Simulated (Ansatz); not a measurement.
Molecule: CH2I (charge +1, singlet). 
Coordinates optimised at B3LYP-D3(BJ)/def2-TZVP (Ansatz, an electronic-structure program):
```xyz
4

C     -1.6732    -0.0055    -0.0432
I      0.2730     0.0009     0.0070
H     -2.2165     0.9336    -0.0844
H     -2.2117    -0.9483    -0.0298
```
Charge +1, spin multiplicity 1.

Question: Give the harmonic wavenumbers at B3LYP-D3(BJ)/def2-TZVP (Ansatz, finite differences of forces, unscaled).

Answer: 753, 886, 1018, 1418, 3115, 3251 cm⁻¹. Zero-point energy 14.9 kcal/mol.

Question: From these and the geometry, give the ideal-gas thermochemistry at 298.15 K and 1 atm (rigid rotor, harmonic oscillator).

Answer: Point group C2v, rotational symmetry number 2. Rotational constants 282.9, 9.667, 9.347 GHz. S(trans) 40.74, S(rot) 18.69, S(vib) 0.50, S(elec, spin only) 0.00, S 59.9 cal/(mol K). H(298) - H(0) 2.49 kcal/mol; G - E(el) -0.5 kcal/mol.
